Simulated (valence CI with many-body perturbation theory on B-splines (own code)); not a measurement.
E1 transitions of Ag XLII

Computed by relativistic CI+MBPT: four valence electrons over a frozen Dirac-Fock core [He], radial functions for each j: 11 s, 11 p, 10 d, 8 f, 5 g, 2 h, with the one-electron correlation potential Σ1 (screened to all orders), the two-electron term Σ2, the three-electron term Σ3, Breit, model QED; selected single and double excitations, second order for the rest, scaled by the run's own slope (own B-spline code, finite nucleus).

No measured spectrum was set against this ion. As an estimate, large intervals hold to a few tenths of a per cent, small ones and those within an open d or f shell to about a per cent. Among the levels kept, up to 760 cm⁻¹ of a level comes from second order outside the variational space, and about a tenth of that is noise between levels of different J, which matters for small intervals.

Lines 201 to 250 of 550 in falling wavelength, among levels below 36508 × 10³ cm⁻¹, chosen from the strongest by gf and those to the six lowest levels. Wavelengths and rates use the calculated energies. Electric multipoles are in the length gauge, E1 and E2 with the static RPA response of the core. Weak lines are less certain than strong ones. Lines between different terms over intervals too small for the method are left out, as are lines whose strength nearly cancels. The highest levels of a list are the least certain.

Levels are named by their leading jj configuration (3d3/2^4 stands for four electrons in 3d with j = 3/2), which in mixed levels can hold well under half, so a name can repeat and another be missing. Letters in brackets count levels of one name in rising energy.

| λ vac (nm) | Upper | Lower | A (s⁻¹) | log gf | Branch % |
| --- | --- | --- | --- | --- | --- |
| 3.372 | (2s 2p1/2 2p3/2 3s) J=1 [c] | (2s^2 2p1/2 3s) J=1 | 2.44e+11 | -0.90 | 0.9 |
| 3.369 | (2s 2p1/2 2p3/2 3d3/2) J=2 [c] | (2s^2 2p1/2 3d3/2) J=2 | 2.30e+11 | -0.71 | 0.2 |
| 3.367 | (2s 2p1/2 2p3/2 3d5/2) J=2 [d] | (2s^2 2p1/2 3d5/2) J=3 | 3.75e+11 | -0.50 | 0.2 |
| 3.366 | (2p1/2 2p3/2^2 3p1/2) J=1 [b] | (2s 2p1/2 2p3/2 3p1/2) J=2 [c] | 2.59e+11 | -0.88 | 0.6 |
| 3.360 | (2s 2p3/2^2 3p3/2) J=2 [c] | (2s^2 2p3/2 3p3/2) J=2 | 2.18e+11 | -0.73 | 1.3 |
| 3.356 | (2p1/2^2 2p3/2 3p3/2) J=3 | (2s 2p1/2^2 3p3/2) J=2 | 1.73e+11 | -0.69 | 0.3 |
| 3.353 | (2s 2p1/2 2p3/2 3d3/2) J=1 [c] | (2s^2 2p1/2 3d3/2) J=2 | 3.72e+11 | -0.73 | 0.6 |
| 3.353 | (2p1/2^2 2p3/2 3d5/2) J=4 | (2s 2p1/2^2 3d5/2) J=3 | 1.27e+11 | -0.72 | 19.0 |
| 3.346 | (2s 2p3/2^2 3d3/2) J=1 [b] | (2s^2 2p3/2 3d3/2) J=2 | 2.97e+11 | -0.82 | 0.1 |
| 3.341 | (2s 2p1/2 2p3/2 3p3/2) J=1 [c] | (2s^2 2p1/2 3p3/2) J=1 | 2.19e+11 | -0.96 | 0.6 |
| 3.333 | (2s 2p1/2 2p3/2 3p3/2) J=1 [d] | (2s^2 2p1/2 3p3/2) J=2 | 2.73e+11 | -0.86 | 7.1 |
| 3.331 | (2p1/2 2p3/2^2 3s) J=1 [b] | (2s 2p1/2 2p3/2 3s) J=2 [c] | 3.07e+11 | -0.81 | 1.3 |
| 3.322 | (2s 2p3/2^2 3d3/2) J=3 [b] | (2s^2 2p3/2 3d3/2) J=3 | 2.89e+11 | -0.48 | 0.1 |
| 3.322 | (2s 2p3/2^2 3d5/2) J=3 [c] | (2s^2 2p3/2 3d5/2) J=2 | 8.96e+10 | -0.98 | 0.0 |
| 3.321 | (2p1/2 2p3/2^2 3p3/2) J=2 [c] | (2s 2p1/2 2p3/2 3p3/2) J=3 [c] | 2.14e+11 | -0.75 | 0.3 |
| 3.320 | (2s 2p3/2^2 3s) J=1 [b] | (2s^2 2p3/2 3s) J=1 | 4.32e+11 | -0.67 | 0.9 |
| 3.319 | (2p1/2^2 2p3/2 3d3/2) J=3 | (2s 2p1/2^2 3d3/2) J=2 | 8.15e+10 | -1.03 | 1.5 |
| 3.319 | (2p1/2 2p3/2^2 3p3/2) J=1 [c] | (2s 2p1/2 2p3/2 3p3/2) J=2 [c] | 2.41e+11 | -0.92 | 0.4 |
| 3.316 | (2s 2p3/2^2 3s) J=1 [a] | (2s^2 2p3/2 3s) J=2 | 2.49e+11 | -0.91 | 1.1 |
| 3.311 | (2s 2p3/2^2 3d5/2) J=4 [b] | (2s^2 2p3/2 3d5/2) J=4 | 3.29e+11 | -0.31 | 8.2 |
| 3.310 | (2s 2p3/2^2 3p3/2) J=3 [b] | (2s^2 2p3/2 3p3/2) J=3 | 3.42e+11 | -0.41 | 0.8 |
| 3.301 | (2s 2p3/2^2 3d3/2) J=2 [b] | (2s^2 2p3/2 3d3/2) J=2 | 9.99e+10 | -1.09 | 0.0 |
| 3.301 | (2s 2p3/2^2 3p1/2) J=2 [b] | (2s^2 2p3/2 3p1/2) J=2 | 3.96e+11 | -0.49 | 0.7 |
| 3.299 | (2p1/2 2p3/2^2 3s) J=2 [c] | (2s 2p1/2 2p3/2 3s) J=2 [b] | 1.54e+11 | -0.90 | 0.4 |
| 3.297 | (2s 2p3/2^2 3p1/2) J=1 [b] | (2s^2 2p3/2 3p1/2) J=2 | 2.50e+11 | -0.91 | 0.4 |
| 3.297 | (2s 2p3/2^2 3p1/2) J=1 [a] | (2s^2 2p3/2 3p1/2) J=1 | 4.14e+11 | -0.69 | 0.9 |
| 3.289 | (2s 2p3/2^2 3d3/2) J=2 [c] | (2s^2 2p3/2 3d3/2) J=3 | 2.92e+11 | -0.63 | 0.1 |
| 3.289 | (2s 2p3/2^2 3d5/2) J=3 [b] | (2s^2 2p3/2 3d5/2) J=4 | 3.76e+11 | -0.37 | 2.6 |
| 3.288 | (2s 2p1/2 2p3/2^2) J=0 | (2s^2 2p1/2 2p3/2) J=1 | 2.67e+11 | -1.36 | 100.0 |
| 3.284 | (2p1/2^2 2p3/2 3p1/2) J=2 | (2s 2p1/2^2 3p1/2) J=1 | 1.75e+11 | -0.85 | 0.5 |
| 3.273 | (2s 2p3/2^2 3s) J=2 [b] | (2s^2 2p3/2 3s) J=2 | 4.04e+11 | -0.49 | 4.4 |
| 3.269 | (2s 2p1/2^2 2p3/2) J=1 | (2s^2 2p1/2^2) J=0 | 2.97e+11 | -0.84 | 94.6 |
| 3.267 | (2s 2p3/2^2 3d5/2) J=2 [c] | (2s^2 2p3/2 3d5/2) J=3 | 3.97e+11 | -0.50 | 0.1 |
| 3.267 | (2p1/2^2 2p3/2 3s) J=2 | (2s 2p1/2^2 3s) J=1 | 1.82e+11 | -0.84 | 1.1 |
| 3.266 | (2s 2p3/2^2 3p3/2) J=2 [b] | (2s^2 2p3/2 3p3/2) J=3 | 3.26e+11 | -0.58 | 3.7 |
| 3.264 | (2s 2p3/2^2 3d5/2) J=1 [b] | (2s^2 2p3/2 3d5/2) J=2 | 3.14e+11 | -0.82 | 0.1 |
| 3.252 | (2p1/2^2 2p3/2 3d3/2) J=1 | (2s 2p1/2^2 3d3/2) J=1 | 1.69e+11 | -1.10 | 0.3 |
| 3.249 | (2p1/2 2p3/2^2 3p3/2) J=4 | (2s 2p1/2 2p3/2 3p3/2) J=4 | 1.58e+11 | -0.65 | 0.3 |
| 3.248 | (2p1/2 2p3/2^2 3p1/2) J=3 | (2s 2p1/2 2p3/2 3p1/2) J=3 | 1.67e+11 | -0.73 | 0.6 |
| 3.244 | (2s 2p3/2^2 3d3/2) J=2 [b] | (2s 2p1/2 2p3/2 3p1/2) J=2 [a] | 1.11e+11 | -1.06 | 0.0 |
| 3.233 | (2p1/2 2p3/2^2 3p1/2) J=2 [b] | (2s 2p1/2 2p3/2 3p1/2) J=2 [b] | 1.80e+11 | -0.85 | 0.2 |
| 3.222 | (2s 2p1/2 2p3/2^2) J=2 [b] | (2s^2 2p1/2 2p3/2) J=2 | 4.55e+11 | -0.45 | 93.8 |
| 3.217 | (2p1/2 2p3/2^2 3p1/2) J=2 [a] | (2s^2 2p3/2 3d3/2) J=2 | 1.15e+11 | -1.05 | 0.3 |
| 3.208 | (2p1/2^2 2p3/2 3d5/2) J=3 | (2s 2p1/2^2 3d5/2) J=3 | 1.03e+11 | -0.95 | 0.0 |
| 3.202 | (2p1/2 2p3/2^2 3s) J=3 | (2s 2p1/2 2p3/2 3s) J=3 | 1.67e+11 | -0.74 | 0.8 |
| 3.190 | (2s 2p1/2 2p3/2^2) J=1 [a] | (2s^2 2p1/2 2p3/2) J=1 | 4.49e+11 | -0.69 | 95.2 |
| 3.183 | (2p1/2 2p3/2^2 3d3/2) J=3 | (2s 2p1/2 2p3/2 3d3/2) J=3 [a] | 1.18e+11 | -0.90 | 0.3 |
| 3.183 | (2s 2p1/2 2p3/2^2) J=1 [b] | (2s^2 2p1/2 2p3/2) J=2 | 4.26e+11 | -0.71 | 90.5 |
| 3.182 | (2p1/2 2p3/2^2 3p3/2) J=3 [a] | (2s 2p1/2 2p3/2 3p3/2) J=3 [a] | 1.73e+11 | -0.74 | 0.3 |
| 3.114 | (2p1/2^2 2p3/2^2) J=0 | (2s 2p1/2^2 2p3/2) J=1 | 5.16e+11 | -1.12 | 83.7 |
